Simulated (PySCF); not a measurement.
System: C₄H₁₀N, charge 0, multiplicity 2. It need not be the lowest isomer of its formula. SMILES: [C](C)(C)CN
Coordinates optimised at B3LYP-D3(BJ)/def2-TZVP (Ansatz):
```xyz
15

C     -0.5226     1.4138    -0.5471
C     -0.4763    -0.0086    -0.1091
C     -1.7611    -0.7376     0.0771
C      0.7365    -0.5146     0.6026
N      1.9810    -0.1230    -0.0679
H      0.4708     1.7841    -0.7963
H     -0.9232     2.0608     0.2515
H     -1.1822     1.5470    -1.4090
H     -1.6142    -1.8187     0.1333
H     -2.4632    -0.5264    -0.7337
H     -2.2685    -0.4375     1.0095
H      0.6365    -1.6009     0.7442
H      0.7777    -0.0828     1.6176
H      2.0542    -0.5868    -0.9664
H      2.7857    -0.3959     0.4831
```
Charge 0, spin multiplicity 2.

Dispersion corrections to the total energy (kcal/mol) from the dftd3 and dftd4 libraries through PySCF: D3(BJ) without and D4 with the three-body term, each with the damping fitted for the functional named.

```tsv
functional	D3(BJ)	D4
BHLYP	?	-6.64
B2GP-PLYP	-3.45	-2.59
LC-wPBE	-6.02	-6.78
PBE	?	-6.19
TPSS	-8.33	-8.36
B2PLYP	?	-4.33
BP86	-9.92	-8.02
```

### Question
Some entries are withheld; supply them.

### Answer

- BHLYP, D3(BJ): -8.38
- PBE, D3(BJ): -6.77
- B2PLYP, D3(BJ): -4.98
